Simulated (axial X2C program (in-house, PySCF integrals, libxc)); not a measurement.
ZrC: properties at the nuclei

Computed with an axial X2C code built on PySCF integrals: two-component X2C with atomic mean-field Coulomb and Gaunt terms, Gaussian nuclei, basis Zr dyall-cv3z, C dyall-v3z with contracted cores.

R = 1.776 Å (near the PBE0 minimum at charge 0 of the determinant lowest at the starting distance; the state shown can have its own minimum elsewhere).

Determinant 0.00 eV from it at PBE0 and this distance, Ω = 2 (⟨Sz⟩ = 1.00, ⟨Lz⟩ = 1.00 at PBE0), spin on the atoms Zr 0.68, C 0.32:

```json
{"level": "PBE0", "Eeff magnitude (GV/cm)": "2.45", "Ws magnitude Zr (kHz)": "0.547", "A∥/gI Zr (MHz)": "1030", "qzz Zr (a.u.)": "-3.27", "A∥/gI C (MHz)": "43.3", "qzz C (a.u.)": "-0.51", "μ (D)": "-4.22"}
{"level": "HF", "Eeff magnitude (GV/cm)": "3.24", "Ws magnitude Zr (kHz)": "0.737", "A∥/gI Zr (MHz)": "845", "qzz Zr (a.u.)": "-2.24", "A∥/gI C (MHz)": "23.8", "qzz C (a.u.)": "-0.38", "μ (D)": "-4.30"}
{"level": "LDA", "Eeff magnitude (GV/cm)": "2.3", "Ws magnitude Zr (kHz)": "0.512", "A∥/gI Zr (MHz)": "1100", "qzz Zr (a.u.)": "-3.78", "A∥/gI C (MHz)": "52.9", "qzz C (a.u.)": "-0.52", "μ (D)": "-4.08"}
{"level": "PBE", "Eeff magnitude (GV/cm)": "2.35", "Ws magnitude Zr (kHz)": "0.531", "A∥/gI Zr (MHz)": "1040", "qzz Zr (a.u.)": "-3.64", "A∥/gI C (MHz)": "47.2", "qzz C (a.u.)": "-0.52", "μ (D)": "-3.98"}
{"level": "r2SCAN", "Eeff magnitude (GV/cm)": "2.76", "Ws magnitude Zr (kHz)": "0.611", "A∥/gI Zr (MHz)": "996", "qzz Zr (a.u.)": "-3.45", "A∥/gI C (MHz)": "45.2", "qzz C (a.u.)": "-0.54", "μ (D)": "-4.03"}
```

Eeff is the effective electric field on the electron electric dipole moment in this Ω state and Ws the scalar–pseudoscalar constant of the nucleus named (defined with the proton number Z and per Ω); A∥ (defined per Ω) follows by multiplying with gI = μI/(I μN); qzz is the electric field gradient, eQq0 = 234.96 MHz × Q/barn × qzz; μ is positive if the C end (last atom) is positive. The operators were transformed with the bare-nucleus X2C matrices; with these basis sets, hyperfine constants and field gradients can be off by tens of per cent, and where levels differ in sign neither size nor sign is settled.

Task: With gI(91Zr) = -0.5214, Q(91Zr) = -0.176 barn (g factors from the IAEA table of nuclear moments by Stone; Q from Pyykkö, Mol. Phys. 2018), turn the PBE0 values of the first state into constants in MHz.

Result: A∥(91Zr) = 1030 × -0.5214 = -537 MHz; eQq0(91Zr) = 234.96 × (-0.176) × (-3.27) = 135 MHz.

Each state is one determinant with collinear spin, which with several unpaired electrons need not be a pure state. Unrestricted Hartree–Fock can overshoot spin polarisation at the nuclei. With several open shells hyperfine constants can be off by a factor of several. Open-shell Ω = 0 determinants with evenly filled partner blocks cannot be reached by this program, so the Ω shown need not be the lowest component. At LDA, PBE, PBE0, r2SCAN a later determinant lies lower. States lie within half an eV, so the first need not be the ground state. Further determinants of the search, some of them spin-mixed, are not shown. Where a field gradient or hyperfine factor spreads by more than a factor of two over the levels, a constant derived from it is not to be relied on.
